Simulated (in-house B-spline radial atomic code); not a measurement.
# Ionising As VII (As6+) with different functionals

Computed with a radial B-spline atomic code at the basis-set limit: scalar-relativistic (spin-free X2C) Hamiltonian, Fermi nucleus of rms radius 4.0968 fm, spin-polarised at highest spin, spherical fractional occupations for the functionals, the average over the highest-spin determinants for Hartree-Fock. The ionisation energy is the difference of two self-consistent energies, [Ar] 3d9 → [Ar] 3d8, without Breit or QED terms; ε is the level of the shell that loses the electron (its least bound occupied spin orbital). There is no spin-orbit coupling in this Hamiltonian.

Hybrids are left out here: with spherical fractional occupations of an open shell their exact exchange keeps a self-interaction that integer-occupation calculations don't have.

```
           method          rung  ΔSCF (eV)  -ε(3d) (eV)
     Hartree-Fock  Hartree-Fock     148.47       152.11
         LDA VWN5           LDA     150.97       135.96
         LDA PW92           LDA          ?            ?
LDA exchange-only           LDA     148.66       133.73
              PBE           GGA          ?            ?
           PBEsol           GGA     150.55       135.55
             BLYP           GGA     150.49       135.50
             RPBE           GGA     150.50       135.50
             PW91           GGA     150.78       135.76
             BP86           GGA     150.69       135.67
             AM05           GGA     150.60       135.60
             OLYP           GGA     151.19       136.19
             TPSS      meta-GGA     150.46       135.48
             SCAN      meta-GGA     150.89       136.07
           r2SCAN      meta-GGA     150.95       136.12
          revTPSS      meta-GGA     150.30       135.34
```

(1) What does PBE give?

(2) What does LDA PW92 give?

(3) How do they compare with the NIST value?

Results:

(1) ΔSCF 150.60 eV, and -ε(3d) = 135.60 eV.

(2) ΔSCF 150.96 eV, and -ε(3d) = 135.94 eV.

(3) NIST lists 147 eV ± 2 (tabulated theory, ground level to ground level). Errors run from +1.47 to +4.19 eV. The correlated functionals all miss on the same side by more than they spread, so the cause is common to them (spin-orbit coupling, Breit-QED terms, multiplet and fine-structure energies, or a listed next ion that isn't the cheapest removal here) and closeness doesn't rank the functionals. Hartree-Fock also lacks correlation.
